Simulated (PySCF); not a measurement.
## CdP at r²SCAN

Level: r²SCAN. basis Cd def2-SVPD with ECP28, P def2-SVPD; scalar-relativistic core potentials; PySCF 2.14.

```
state                                           : ⁴Σ⁻ (quartet), unpaired electrons σ ↑, π ↑↑
bond length                                     : 2.654 Å
harmonic wavenumber                             : 181 cm⁻¹
force constant                                  : 0.470 mdyn/Å
rotational constant Be                          : 0.09826 cm⁻¹
anharmonicity ωexe                              : 2.13 cm⁻¹
vibration–rotation constant αe                  : 0.00112 cm⁻¹
well depth De to Cd + P                         : 0.42 eV
dissociation energy D0                          : 0.41 eV
bond order (Mayer)                              : 0.82
dipole moment (positive dipole means Cd(−)P(+)) : -0.86 D
```

Spin–orbit coupling is left out. The state was picked by a PBE0 search and need not be the measured ground state.
